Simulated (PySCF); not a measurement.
Some computed properties have been withheld. Give your best values.

Compound: C5H4F2.
SMILES: `FC1=C[C@H](F)C=C1`

```json
{"property": "point group of the GFN2-xTB geometry", "level": "GFN2-xTB", "value": "C1"}
{"property": "rotational constants A, B, C of the GFN2-xTB geometry", "level": "GFN2-xTB", "value": "6.293, 1.976, 1.580 GHz"}
{"property": "dipole moment", "level": "PBE0/def2-SVPD", "value": "?"}
{"property": "HOMO energy", "level": "PBE0/def2-SVPD", "value": "-6.99 eV"}
{"property": "LUMO energy", "level": "PBE0/def2-SVPD", "value": "-1.63 eV"}
{"property": "lowest singlet excitation", "level": "TDDFT PBE0/def2-SVPD", "value": "4.47 eV (277 nm, f = 0.044)"}
{"property": "lowest triplet excitation (Tamm–Dancoff)", "level": "TDA PBE0/def2-SVPD", "value": "2.69 eV"}
{"property": "static isotropic polarisability", "level": "PBE0/def2-SVPD", "value": "?"}
{"property": "electronic spatial extent ⟨r²⟩ about the centre of nuclear charge", "level": "PBE0/def2-SVPD", "value": "?"}
```

Electronic properties: PySCF, gas phase, density fitting.

**Question.** Give the dipole moment.

**Answer.** 1.64 D.

**Question.** Give the electronic spatial extent ⟨r²⟩ about the centre of nuclear charge.

**Answer.** 692 bohr².

**Question.** Give the static isotropic polarisability.

**Answer.** 55.5 au.

The rotational constants make it an asymmetric top with κ = (2B − A − C)/(A − C) = -0.83, nearer the prolate limit (−1). The polarisability is 8.23 Å³ as a volume (1 au = 0.148185 Å³), or 1.07 au for each of the 52 electrons. In atomic units the dipole is 0.64 e·bohr (1 au = 2.5417 D). With B = h/(8π²I), that is 505.379 GHz u Å² over I, the principal moments of inertia are 80.3, 255.7 and 319.8 u Å² (most abundant isotopes); the inertial defect Ic − Ia − Ib is -16.2 u Å² (zero for a rigid planar frame, negative otherwise). The principal polarisabilities are 40.1, 59.4 and 67.2 au; their mean is the isotropic value.
